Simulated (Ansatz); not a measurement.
Consider the formal hydrolysis of a Ga–C bond: `N=[C](Cl)[Ga]([F])[Cl]` + H₂O → `[OH][Ga]([F])[Cl]` + `N=CCl`.

Computed with Ansatz on PBE0-D4/def2-TZVP structures; ΔE is electronic, products minus reactants. CCSD(T)/CBS adds triple-zeta CCSD(T) − MP2 to the extrapolated MP2 energy (def2 sets, frozen cores). This one scheme is used for every species. DFT in def2-TZVPP. For Ga outer-core shells are correlated without core-valence functions, which leaves a few kJ/mol of doubt a bond. Scalar relativity is left out up to krypton. Each species was taken in one conformer, which may not be the lowest.

| level | ΔE (kJ/mol) |
| --- | --- |
| r2SCAN-D4 | -51.5 |
| RPA@PBE/def2-TZVPP | -52.2 |
| CCSD/def2-TZVPP | -57.4 |
| HF/CBS(def2) | -75.4 |

(1) What does CCSD(T)/CBS give? (Best estimate.)

Largest T1 diagnostic among the species: 0.014.

## Answers

(1) Computed: -48.7 kJ/mol. The listed levels differ from it by -2.8, -3.5, -8.7, -26.7 kJ/mol.

Leaving LDA and LC-ωPBE aside and taking each functional with its dispersion term where it has one, the values, not all of them listed here, spread over 17.8 kJ/mol, from B2PLYP to revPBE-D4. At CCSD(T), def2-SVP lies −11.4 kJ/mol from the extrapolated value and def2-TZVPP −4.9 kJ/mol.

CCSD(T)/CBS has its own doubt, a few kJ/mol and more with outer-core shells, so smaller differences from it don't rank the levels.
